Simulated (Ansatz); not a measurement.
H₂Te, charge +1, doublet, at the geometry of the source list (a state made from the parent by changing its charge; the spin is typed, not shown lowest) (all electrons, no relativity); B3LYP/STO-3G run with Ansatz (an electronic-structure program).

Input for Ansatz:
Ansatz 0.2 input:
```yaml
crystal:
  periodic: [false, false, false]
  atoms:
    - {symbol: Te, position_ang: [-0.00170000, 0.78910000, 0.00000000]}
    - {symbol: H, position_ang: [-1.13910000, -0.39800000, 0.00000000]}
    - {symbol: H, position_ang: [1.14080000, -0.39100000, 0.00000000]}
basis:
  gaussian:
    orbitals: STO-3G
hamiltonian:
  xc: b3lyp
total_charge: 1
magnetization: {spin_polarized: false, initial_magnetization: 1}
```

Output, abridged:

```
Functional definition: B3LYP
308 factors; integrals over basis functions are off by at most 8.7e-6 eV
mean field evaluation 1: about -178238.3113 eV, gradient 1.3e0 eV
mean field evaluation 2: about -178238.3002 eV, gradient 1.3e0 eV
mean field evaluation 4: about -178238.3109 eV, gradient 1.3e-1 eV
mean field evaluation 8: about -178238.3110 eV, gradient 6.6e-6 eV
mean field -178238.31102356 eV, -6550.1371158492 hartree, gradient 6.6e-6 eV, S^2 0.750000; 0 other end points of the search recorded, 0 dependent functions left out
reference -178238.31115647 eV, -6550.1371207337 hartree; 27, 26 occupied and 2, 3 virtual orbitals, 308 factors
Total energy: -178238.31115647 eV, -6550.1371207337 hartree
```
